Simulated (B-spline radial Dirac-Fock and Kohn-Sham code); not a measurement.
# M5 edges in EELS at 200 kV and 20 mrad, Ge to Ba

Calculated with a radial atomic solver, using the first Born approximation with generalised oscillator strengths from a Dirac-Hartree-Slater potential (longitudinal and transverse terms; continuum final states only, so no white lines or fine structure). Partial cross sections in barn for windows above the edge. Edges are tabulated values, any marked * orbital energies of the model.

```
 Z  element  edge (eV)  Δ = 50 eV  Δ = 100 eV  Δ = 200 eV
32       Ge     37.15*      87700      162000      221000
33       As     49.54*      58400      119000      172000
37       Rb      112.0      17600       44000       75700
44       Ru      280.0       4470       13500       25800
47       Ag      368.3       2450        8840       17600
48       Cd      405.2       2520        8250       15900
49       In      443.9       2890        7940       14500
50       Sn      484.9       3250        7650       13300
51       Sb      528.2       3600        7380       12300
53        I      619.3       4140        6870       10500
56       Ba      780.5       1790        3330        5600
```
